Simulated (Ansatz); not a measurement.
**Energy profile**

The step: SnH₃Cl ([Cl][SnH3]) + H₂O → SnH₄O ([OH][SnH3]) + HCl; bonds formed: Sn1–O7, Cl2–H6; bonds broken: Sn1–Cl2, H6–O7 (atoms numbered as in the saddle structure below).

```
atom    x (Å)    y (Å)    z (Å)
 Sn1  -0.4538   0.7168  -0.4871
 Cl2   0.7535  -2.0976  -0.8064
  H3  -1.8008  -0.0838  -1.1057
  H4  -0.8940   2.1065   0.4159
  H5   0.8834   1.0473  -1.4664
  H6   0.5208  -1.2820   0.5449
  O7   0.1461  -0.3921   1.1798
  H8   0.8448  -0.0151   1.7249
```

Electronic energies by CCSD(T) at an estimated basis limit (MP2 extrapolated from triple and quadruple zeta, plus CCSD(T) − MP2 in triple zeta), on PBE0-D4/def2-TZVP structures; SnH5ClO, closed shell; no counterpoise correction. Ansatz 0.2.0; basis: def2-TZVPP and def2-QZVPP; cores frozen in the correlated methods. Filled d shells of the heavier atoms are correlated. Core potentials replace the inner electrons of the atoms past krypton. The def2 sets are not built for correlating such inner shells, so the correlated values are less sure here. Extrapolation: Hartree–Fock as exp(−7.88 √X), correlation as X^−2.97.

Problem. Give the profile in kcal/mol, counted from the separated reactants. (Judge from chemistry; the value comes from the calculation.)

Solution. The calculation gives:
```tsv
point	kcal/mol
separated: SnH3Cl (linked as [Cl][SnH3]; Sn1, Cl2, H3, H4, H5; singlet) + H2O (H6, O7, H8; singlet)	0.00
start structure	-4.77
saddle	16.19
end structure	11.47
separated: SnH4O (linked as [OH][SnH3]; Sn1, H3, H4, H5, O7, H8; singlet) + HCl (Cl2, H6; singlet)	18.73
```

No T1 diagnostic of these runs exceeds 0.014.

The step is the kind of ligand exchange by which a precursor binds to a hydroxyl group, or is hydrolysed, in atomic layer deposition of oxides.

For scale, one of the runs: CCSD(T)/def2-TZVPP, 193 basis functions, launched by `ansatz run in.yaml --threads 4 --pin off --events-out ev --progress --plain --max-ram 9574MiB`. Time: 77 s of wall clock on 4 CPU threads of an Intel Xeon; the host was shared. Peak host memory: 2.4 GiB.
